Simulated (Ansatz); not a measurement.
Ansatz results at the PBE0-D4/def2-TZVP geometry: HOMO energy (PBE/def2-TZVPP) -4.89 eV; HOMO energy (B3LYP/def2-TZVPP) -5.90 eV; HOMO–LUMO gap (B3LYP/def2-TZVPP) 3.41 eV.

Each molecule was computed in one conformer, which needn't be the lowest.

Which molecule gave them?
A. `O[SiH]1CC=C1F`
B. `N=C(F)Cl`
C. `C[SiH2][SiH2][AlH2]`
D. `CNBC=S`

D. The others give `C[SiH2][SiH2][AlH2]`: -6.26, -7.08, 4.81; `O[SiH]1CC=C1F`: -6.33, -7.30, 6.70; `N=C(F)Cl`: -7.46, -8.77, 8.05.

B3LYP here is the variant with VWN-RPA as its local correlation; programs differ in this.
